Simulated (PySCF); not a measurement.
**Checking a proposed structure**

A compound C8H7FO2 gives the data below (simulated from a calculation) and was assigned the structure `COC(=O)c1ccc(F)cc1`.

¹³C{¹H} NMR (computed): δ 167.0 (C), 166.4 (C), 135.2 (CH), 131.9 (CH), 130.6 (C), 130.4 (CH), 117.9 (CH), 56.3 (CH3).

¹H NMR (400 MHz, computed): δ 8.01 (m, 1H), 7.73 (m, 1H), 7.71 (m, 1H), 7.56 (d, 1H), 4.03 (s, 3H).

Method: GFN2-xTB geometry, PBE0/pcSseg-1 with gauge-including orbitals, in PySCF 2.14.0 with density-fitted response routines (in vacuum, relativity neglected, one conformer, rapidly exchanging positions averaged).

Shifts are taken against calculated references (same method and geometry level): ¹H (σ = 31.72 ppm) and ¹³C (σ = 186.93 ppm) against TMS.

(1) Compare with the shifts computed for the proposed structure, pairing carbons in order of shift.

(2) Which isomer fits?

Results:

(1) Atoms are numbered as in `[CH3:1][O:2][C:3](=[O:4])[c:5]1[cH:6][cH:7][c:8]([F:9])[cH:10][cH:11]1`. Hydrogens are named by the atom that carries them.

```
atom  computed for proposal  given list  difference
  C8                  176.4       167.0        +9.4
  C3                  172.0       166.4        +5.6
  C6                  139.3       135.2        +4.1
 C11                  139.3       131.9        +7.4
  C5                  130.7       130.6        +0.1
  C7                  120.9       130.4        -9.5
 C10                  120.9       117.9        +3.0
  C1                   54.2        56.3        -2.1
```

The rms difference is 6.1 ppm and the largest -9.5 ppm at C7 (aromatic CH). The proposal also would give 6 carbon signals, not 8. The proposal doesn't fit.

(2) SMILES COc1cccc(C(=O)F)c1.

1. Carbon types of the structure: 3 × C, 4 × CH, 1 × CH3, which accounts for all hydrogens.
2. δC 167.0: aromatic carbon bearing oxygen; σ withdrawal by the attached heteroatom moves it downfield of the ring CH carbons.
3. δC 166.4: carbonyl carbon.
4. δC 135.2, 131.9, 130.4, 117.9: aromatic CH.
5. δC 130.6: substituted aromatic carbon.

The data come from this structure; uniqueness wasn't tested.

Splittings by ¹⁹F in the carbon and heteronuclear signals aren't shown, as no couplings were computed. Shifts are as computed. Against solution values, carbons near 30 ppm lie about +3 ppm off and those near 130 ppm about +5 ppm. Of 1211 compounds with measured shifts, 218 miss one by over three times the rms of a fit or turn the order of signals round; such compounds aren't used in these exercises. No couplings were computed; multiplicities are counted from neighbouring protons, with m where these are inequivalent, close in shift, in a saturated or five-membered ring or joined by F or P, and br s for small geminal =CH2 splittings.
